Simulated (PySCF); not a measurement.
Start geometry of `[F][Ge]([F])([F])[F]` from GFN2-xTB (Å):
```
atom  x, y, z in Å
F1     1.334    0.823    0.599
Ge2   -0.004   -0.004   -0.006
F3     0.496   -1.053   -1.208
F4    -1.078    1.075   -0.648
F5    -0.714   -0.876    1.225
```

Question: What comes out of this run: PBE0-D3(BJ)/def2-SVP geometry optimisation, gas phase (PySCF 2.14.0)?

Answer: 
```
atom  x, y, z in Å
F1     1.5099    0.6186    0.7286
Ge2    0.1588   -0.1963    0.1011
F3     0.6565   -1.2466   -1.1366
F4    -0.9398    0.9359   -0.5277
F5    -0.5927   -1.0907    1.3336
```

The energy falls by 0.076 eV over 5 energy and gradient evaluations, the largest force component goes from 0.0236 to 2.0e-04 Eh/bohr, and the atoms move by 0.028 Å rms after alignment. The bond that changes most is Ge2–F4 (ends: germanium bonded to 4 F; fluorine bonded to Ge), which lengthens by 0.046 Å. Bonds longer at the end by more than 0.005 Å: 4 of 4; shorter: 0. The orientation of the end geometry is arbitrary; only internal coordinates are fixed.

The run used 88 basis functions and 34 SCF cycles in all. Hardware: AMD EPYC 7R43, one thread, shared host with 256 logical CPUs at a one-minute load of 75. Cost: 14 s wall, 0.37 GiB resident at most.

Whether it is a minimum is left open (no frequencies).
